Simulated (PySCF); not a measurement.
PySCF 2.14 output of an unrestricted PBE calculation on a single atom or ion in aug-cc-pVQZ-DK3 (9s8p6d3f2g, 102 functions), with the spin-free X2C one-electron Hamiltonian (Gaussian nucleus):

```
SCF conv_tol = 1e-09
number electrons alpha = 25  beta = 23
    J. P. Perdew, K. Burke, and M. Ernzerhof.,  Phys. Rev. Lett. 77, 3865 (1996)
    J. P. Perdew, K. Burke, and M. Ernzerhof.,  Phys. Rev. Lett. 78, 1396 (1997)
    J. P. Perdew, K. Burke, and M. Ernzerhof.,  Phys. Rev. Lett. 77, 3865 (1996)
    J. P. Perdew, K. Burke, and M. Ernzerhof.,  Phys. Rev. Lett. 78, 1396 (1997)
cycle= 1 E= -6174.78573554721  delta_E= -0.00961  |g|= 0.0445  |ddm|= 3.39
cycle= 2 E= -6174.78578913525  delta_E= -5.36e-05  |g|= 0.035  |ddm|= 1.41
cycle= 3 E= -6174.7860153569  delta_E= -0.000226  |g|= 0.00269  |ddm|= 0.587
cycle= 4 E= -6174.78601685576  delta_E= -1.5e-06  |g|= 2.41e-05  |ddm|= 0.0531
cycle= 5 E= -6174.78601685597  delta_E= -2.11e-10  |g|= 2.38e-06  |ddm|= 0.00111
converged SCF energy = -6174.78601685597  <S^2> = 2.0008706  2S+1 = 3.0005803
```

The run itself started from symmetry-adapted Hartree-Fock orbitals and held the occupation by maximum overlap, on a logarithmic radial grid, so the iterations belong to that start.

Problem. Which element, charge and spin multiplicity is this?

Solution. Sn(2+) (tin, charge +2), multiplicity 3; the state was [Kr] 4d10 5s1 5p1, high-spin 3P determinant (an excited configuration).
